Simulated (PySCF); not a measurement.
# Two-component Hartree-Fock for As (arsenic, neutral)

Start: [Ar] 3d10 4s1 4p4; 4s1/2 filled at m_j = +1/2; 4p1/2 filled at m_j = +1/2; 4p3/2 filled at m_j = -1/2, +1/2, +3/2. Calculated with PySCF 2.14 in x2c-SVPall-2c with one added diffuse shell each of s, p, d type (6s7p4d, 47 functions): generalised Hartree-Fock with the X2C-1e Hamiltonian and a Gaussian nucleus; one run each with spin-orbit coupling (SO) switched off, then screened by Boettger's factors. This is a chosen level, not necessarily the ground level.

```csv
spinor shell,electrons,"ε, spin-free (eV)","ε, screened SO (eV)",weight of nominal j (screened SO),"rms radius, screened SO (bohr)"
1s1/2,2,-11942.1,-11941.9,1.000,0.0525
2s1/2,2,-1573.3,-1573.2,1.000,0.219
2p1/2,2,-1375.4,-1400.5,1.000,0.194
2p3/2,4,-1375.4,-1363.2,1.000,0.197
3s1/2,2,-227.09,-227.03,1.000,0.640
3p1/2,2,-163.64,-167.33,0.996,0.660
3p3/2,4,-163.64,-161.77,0.998,0.670
3d3/2,4,-58.457,-58.931,0.944,0.750
4s1/2,1,-24.473,-24.417,1.000,2.09
4p3/2,3,-10.021,-11.287,0.648,2.59
4p1/2,1,-10.021,-6.190,0.641,3.20
```

(1) Where does 3d5/2 lie, and what is the 3d spin-orbit splitting (screened SO)?

```
   quantity    spin-free  screened SO
E (hartree)  -2258.30084  -2258.38029
        M_J          5/2          5/2
       ⟨J²⟩        8.808        8.808
       ⟨L²⟩        2.002        2.009
       ⟨S²⟩        3.806        3.797
```

Each row is a mean over spinors that exchange with the open shell spreads, by up to 0.981 eV (3s1/2).

Rows whose weight is well below 1 are mixtures of j = l ± 1/2: exchange outweighs spin-orbit coupling there, and the label is only the starting occupation.

⟨J²⟩ departs a little from M_J(M_J + 1) because the unrestricted spinors polarise the closed shells.

Without spin-orbit coupling the j labels of p, d and f shells carry no meaning; the spin-free column gives the mean over the occupied spinors of each nl shell.

## Answers

(1) At -58.049 eV, 0.882 eV above 3d3/2.
